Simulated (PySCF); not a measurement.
From one molecule to another.

First species: C₄H₁₀OSi₂.
Geometry (GFN2-xTB, Å), atoms numbered from 1 in this order:
```
atom  x, y, z in Å
Si1    2.944   -0.101    0.240
O2     1.438    0.392    0.528
C3     0.298    0.344   -0.305
C4    -0.681    1.400    0.125
C5    -1.920    1.043    0.416
C6    -2.315   -0.400    0.305
Si7   -0.695   -1.300   -0.154
H8     2.999   -1.539   -0.055
H9     3.532    0.602   -0.907
H10    3.555    0.258    1.509
H11    0.614    0.550   -1.338
H12   -0.324    2.417    0.203
H13   -2.669    1.757    0.728
H14   -3.092   -0.513   -0.453
H15   -2.758   -0.738    1.244
H16   -0.168   -2.145    0.916
H17   -0.765   -2.015   -1.432
```

Second species: C4H3F3N2S2.
Bonds: C1–S2, S2–C3, C3–S4 (aromatic), S4–N5 (aromatic), N5–N6 (aromatic), N6–C7 (aromatic), C7–C8, C8–F9, C8–F10, C8–F11, C3–C7 (aromatic). Hydrogens: H12, H13, H14 on C1.

Levels: PBE0/pcSseg-1 for HOMO energy, LUMO energy and HOMO–LUMO gap. Geometries: GFN2-xTB. Each structure is a single optimised conformer of the isolated species, non-relativistic unless stated; the electronic structure was computed with PySCF and density fitting.

The conformers computed, where there is a choice (atom-mapped SMILES and torsion angles):
- `[CH3:1][S:2][c:3]1[s:4][n:5][n:6][c:7]1[C:8]([F:9])([F:10])[F:11]`: C1–S2–C3–S4 -1°, N6–C7–C8–F9 11°

The conformers of `[SiH3]O[C@@H]1C=CC[SiH2]1` aren't listed.

Values for the first species:

```
HOMO energy   : -7.14 eV
LUMO energy   : 0.03 eV
HOMO–LUMO gap : 7.17 eV
```

(1) Estimate the same properties for the second species, and the change in each.

## Answers

(1) 
```
     property     first    second  second less first
  HOMO energy  -7.14 eV  -7.37 eV           -0.23 eV
  LUMO energy   0.03 eV  -2.03 eV           -2.06 eV
HOMO–LUMO gap   7.17 eV   5.34 eV           -1.83 eV
```

